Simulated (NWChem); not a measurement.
Species: 1,2,4-triazole (C₂H₃N₃); SMILES c1nc[nH]n1

```xyz
8

C      1.1090     0.1062     0.0000
N      0.2786     1.1775     0.0000
C     -0.9117     0.6217     0.0000
N     -0.7836    -0.7193     0.0000
N      0.5050    -1.0670     0.0000
H      2.1954     0.1901     0.0000
H     -1.8740     1.1335     0.0000
H     -1.5049    -1.4305     0.0000
```
Atoms are numbered in this order, from 1.

Program: NWChem. Pople sets run with spherical d functions. STO-3G and 3-21G are far too small for this property and stand as cheap habits. All runs use the structure optimised with PBE0/def2-SVP. B3LYP is NWChem's, with the RPA form of VWN correlation. Vertical excitations in the gas phase; the lowest state need not have the same character in each row.

```csv
level,basis functions,"lowest excitation, singlet (eV)","lowest state with f > 0.02, singlet (eV)",orbital gap (eV),relative time
"B3LYP/3-21G, TDA",51,6.13,7.79,7.53,1
"B3LYP/6-31G*, TDA",76,6.36,7.49,7.59,3
"B3LYP/6-31+G*, TDA",96,6.33,7.23,7.44,5
"B3LYP/def2-SVP, TDA",85,6.24,7.48,7.57,3
"B3LYP/def2-SVPD, TDA",124,6.23,7.27,7.43,9
"B3LYP/aug-cc-pVDZ, TDA",142,6.26,6.69,7.16,20
```

The last column is a rough cost ratio, cheapest run = 1.
